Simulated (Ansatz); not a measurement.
Geometry optimisation, UKS PBE/6-31G* (Ansatz 0.2.0).

Input file:

```yaml
crystal:
  periodic: [false, false, false]
  atoms:
    - { symbol: F, position_ang: [-0.5564, 0.1053, -0.5502] }
    - { symbol: Si, position_ang: [-0.3274, 0.623, 1.3285] }
    - { symbol: C, position_ang: [1.3902, -0.1092, 1.6191] }
    - { symbol: Si, position_ang: [-0.9666, -0.4392, -2.5784] }
    - { symbol: H, position_ang: [-1.4772, -0.1284, 1.7866] }
    - { symbol: H, position_ang: [-0.426, 2.0415, 1.0492] }
    - { symbol: H, position_ang: [2.1029, 0.6587, 1.9089] }
    - { symbol: H, position_ang: [1.7705, -0.5885, 0.7201] }
    - { symbol: H, position_ang: [1.3763, -0.8553, 2.4083] }
    - { symbol: H, position_ang: [-0.7493, 0.9366, -2.9697] }
    - { symbol: H, position_ang: [0.1461, -1.3617, -2.5419] }
    - { symbol: H, position_ang: [-2.2831, -0.8828, -2.1805] }
magnetization:
  spin_polarized: true
  initial_magnetization: 1
basis:
  gaussian: { orbitals: "6-31G*" }
hamiltonian:
  xc: pbe
relax:
  f_tol: 0.15
  max_steps: 25
  restrain:
    - { distance: [0, 3], at: 1.68, k: 30.0 }
    - { distance: [1, 0], at: 2.98, k: 30.0 }
```

Launched with:

```bash
$ ansatz run input.yaml --threads 2 --pin off --max-ram 3072MiB --backend cpu --events-out ev --progress --plain --runs-dir out
```

Where does it end, and by what steps?

The run converged. The restraints hold the end off the free minimum. After 7 steps the energy has fallen by 1.315 eV (the restraints' own energy left out); Si2 moved furthest, 0.71 Å. Parted: F1–Si2. Joined: F1–Si4.

```
step  energy less start (eV)  largest force component (eV/Å)  accepted
   0                  0.0000                           3.090       yes
   1                  0.1838                           2.962       yes
   2                 -0.3444                           2.216       yes
   3                 -0.6399                           1.731       yes
   4                 -1.1957                           1.142       yes
   5                 -1.2346                           0.927       yes
   6                 -1.3156                           0.749       yes
   7                 -1.3146                           0.830       yes
```

```xyz
12
Properties=species:S:1:pos:R:3
F -0.472 -0.024 -0.846
Si -0.268 0.825 2.010
C 1.389 -0.065 1.745
Si -0.896 -0.402 -2.403
H -1.455 -0.088 1.857
H -0.430 2.038 1.135
H 2.233 0.622 1.930
H 1.464 -0.443 0.710
H 1.488 -0.918 2.439
H -0.807 0.831 -3.247
H 0.051 -1.443 -2.913
H -2.296 -0.932 -2.417
```

Run time: 26 s on 2 threads of Arm Neoverse V1 (shared host), peak memory 0.15 GiB.
